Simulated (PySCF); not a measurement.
How methods differ on the excitation energy of Zr²⁺

Zr²⁺ [Kr] 4d2 (3F) → Zr²⁺ [Kr] 4d1 5s1 (3D), as a difference of total energies. Calculation: PySCF 2.14, in aug-cc-pVDZ-PP with ECP28MDF (5s5p4d2f, 54 functions); scalar relativity through the core potential. Correlated levels: valence: 4s2 4p6 frozen. The calculations carry no spin-orbit coupling.

| method | excitation energy (eV) |
| --- | --- |
| UHF | 2.395 |
| LDA | 1.981 |
| PBE | 2.227 |
| PBE0 | 2.394 |
| r2SCAN | 2.420 |
| PBEsol | 2.186 |
| CAM-B3LYP | 2.267 |
| HSE06 | 2.358 |
| TPSSh | 2.533 |
| MP2 (valence) | 2.367 |
| SCS-MP2 (valence) | 2.385 |

Task: How much does correlation contribute at MP2 (valence)?

Result: 2.367 − (2.395) = -0.028 eV, measured against UHF.
